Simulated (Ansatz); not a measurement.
Computed with Ansatz on PBE0-D4/def2-TZVP structures; ΔE is electronic, products minus reactants. CCSD(T)/CBS is the MP2 limit (def2-TZVPP, def2-QZVPP) plus CCSD(T) − MP2 in def2-TZVPP, frozen cores. This one scheme is used for every species, atoms too. Functionals use def2-TZVPP. No spin–orbit coupling; open shells (•) take unrestricted orbitals. Spin–orbit coupling would lower the free atoms: a little for Al, C; strongly for Sn. Elements past krypton have def2 core potentials. For Sn outer-core shells are correlated without core-valence functions, so the limit isn't a true one: a few kJ/mol of doubt a bond, and 10 to 20 or more in all where bonds break to atoms.

`[CH3][SnH2][AlH2]` → Al• + C• + 7 H• + Sn•  (atomization)

`[CH3][SnH2][AlH2]`:

```xyz
10

C    -1.585    0.293   -0.841
Sn    0.398   -0.491   -0.551
Al    1.543    0.226    1.742
H    -1.983   -0.057   -1.793
H    -2.239   -0.040   -0.035
H    -1.558    1.383   -0.845
H     0.293   -2.202   -0.668
H     1.346    0.001   -1.897
H     0.741    1.072    2.825
H     3.044   -0.186    2.063
```

CCSD(T)/CBS gives +676.6 kcal/mol.

(1) Another level gave +683.4 kcal/mol. Which?
A. B97M-V/def2-TZVPP
B. PBE0/def2-TZVPP
C. BLYP/def2-TZVPP
D. r2SCAN/def2-TZVPP

Largest T1 diagnostic among the species: 0.018.

## Answers

(1) A. B97M-V 683.4, BLYP 652.1, PBE0 660.6, r2SCAN 669.5 kcal/mol.

From PBE to PBE0 (25 % exact exchange), in def2-TZVPP and without D4, ΔE moves by −1.1 kcal/mol: exact exchange takes away binding that semilocal exchange gives to molecules. At CCSD(T), def2-SVP lies −42.0 kcal/mol from the extrapolated value and def2-TZVPP −15.7 kcal/mol: correlation converges slowly with the basis, and small sets miss more of it in the bonded molecule than in its fragments. The D4 term adds +6.6 kcal/mol with B3LYP and +3.5 kcal/mol with PBE0; it sums over pairs of atoms, weighted by their polarisabilities, and B3LYP, whose exchange is more repulsive, gets the larger term.

B3LYP here is the variant with VWN-RPA as its local correlation; programs differ in this.

For atomizations the MP2-based limit and the directly extrapolated one differ by several kJ/mol either way, and by 10 to 25 for some Ge, Se and Sn compounds, so smaller differences from it don't rank the levels.
